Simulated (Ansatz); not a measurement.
H3Sn, SMILES `[SnH3]` radical, relaxed with UKS PBE-D4/def2-SVP in Ansatz from a rough embedded geometry. The force threshold is 0.03 eV/Å; the program also tests the step.

The species carries charge 0 and has multiplicity 2. Sn takes the def2 core potential.

Start:

```xyz
4

Sn   -0.073    0.039   -0.456
H     0.545    1.545    0.108
H     1.095   -1.277   -0.137
H    -1.566   -0.306    0.485
```

(1) How much energy does the relaxation release, and in how many steps? (Best estimate.)

(2) Which bonds change most? (Best estimate.)

(3) Give the relaxed structure. (Best estimate.)

## Answers

(1) Computed: 3.26 kJ/mol, in 2 steps.

(2) Computed: Sn1–H4 from 1.799 to 1.739 Å; Sn1–H3 from 1.788 to 1.740 Å; Sn1–H2 from 1.722 to 1.740 Å.

(3) The calculation gave: 
```xyz
4

Sn   -0.090    0.019   -0.432
H     0.563    1.541    0.103
H     1.070   -1.244   -0.137
H    -1.542   -0.316    0.466
```
